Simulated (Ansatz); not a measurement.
Task: Name a neutral molecule of B, C, O, S and H with size of the dipole moment (ωB97M-V/def2-TZVPP) between 0.40 and 0.70 D and HOMO–LUMO gap (PBE0/def2-TZVPP) between 7.55 and 7.85 eV (Ansatz, PBE0-D4/def2-TZVP geometry).

Result: `CCSB(O)O` (0.46 D, 7.58 eV). Other molecules can fit too; these were computed, each in one conformer that needn't be the lowest.
